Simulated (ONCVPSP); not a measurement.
**Reading a pseudo-wave (rhodium (Rh))**

Columns: radius, all-electron u(r) and pseudo u(r) of the 4s shell (level -83.42 eV) of rhodium in the configuration [Ar] 3d10 4s2 4p6 4d8 5s0.5 5p0.5; PBE, scalar-relativistic, ONCV scheme, ONCVPSP 4.0.1.

| r (bohr) | all-electron | pseudo |
| --- | --- | --- |
| 0.093 | 0.4200 | 0.1767 |
| 0.185 | -0.1703 | 0.3469 |
| 0.278 | -0.6375 | 0.5096 |
| 0.370 | -0.4804 | 0.6564 |
| 0.463 | -0.0136 | 0.7856 |
| 0.555 | 0.4681 | 0.8898 |
| 0.648 | 0.8414 | 0.9676 |
| 0.740 | 1.0676 | 1.0146 |
| 0.833 | 1.1682 | 1.0309 |
| 0.925 | 1.1717 | 1.0173 |
| 1.018 | 1.1114 | 0.9764 |
| 1.110 | 1.0153 | 0.9139 |
| 1.203 | 0.9014 | 0.8344 |
| 1.295 | 0.7852 | 0.7459 |
| 1.388 | 0.6725 | 0.6525 |
| 1.480 | 0.5701 | 0.5616 |
| 1.573 | 0.4780 | 0.4752 |
| 1.665 | 0.3985 | 0.3979 |
| 1.758 | 0.3295 | 0.3295 |
| 1.850 | 0.2718 | 0.2717 |
| 1.943 | 0.2227 | 0.2227 |
| 2.035 | 0.1823 | 0.1823 |
| 2.128 | 0.1485 | 0.1485 |
| 2.220 | 0.1209 | 0.1209 |
| 2.313 | 0.0981 | 0.0980 |
| 2.405 | 0.0796 | 0.0795 |

Q: How many radial nodes do the two functions have?

A: The all-electron 4s function has n − l − 1 = 3 (the table is too coarse to show those close to the nucleus); the pseudo-wave has 0, since the states of the same l below it are removed with the core.

Q: At about which radius was the pseudo-wave matched?

A: 1.80 bohr, where the columns begin to agree (steps of 0.09 bohr).

Q: Where does each function peak?

A: Outermost all-electron maximum near 0.93 bohr, pseudo maximum near 0.83 bohr (to the table’s step).

Q: Is the pseudo-wave norm-conserving?

A: Yes: the ONCV scheme keeps the norm inside the radius equal to the all-electron one, which fixes the energy derivative of the logarithmic derivative at the level.
